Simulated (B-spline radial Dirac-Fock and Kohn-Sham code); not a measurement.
These are calculated numbers from a radial finite-basis atomic code; the model is a relativistic central-field model (Hartree-Slater potential of the initial state, Latter tail, multipole expansion of the photon field, Dirac-Fock thresholds). Kinetic energies are from the vacuum level. Open shells are spread statistically over j, without multiplet splitting. Without correlation, outer binding energies are uncertain by a few eV, most for open f shells.

Q: A free atom or ion in its tabulated ground configuration is ionised with 847 eV photons and gives these photoelectron lines. Identify it and assign the lines.

```
kinetic energy (eV)  relative cross section
              550.1                    39.8
              614.1                    50.6
              620.0                   100.0
              729.5                    57.8
              730.4                    84.8
              781.4                     6.1
```

A: Se⁴⁺, [Ar] 3d10 4s2. Binding energies are hν less the kinetic energy: 3s 296.9 eV, 3p1/2 232.9 eV, 3p3/2 227.0 eV, 3d3/2 117.5 eV, 3d5/2 116.6 eV, 4s 65.56 eV.
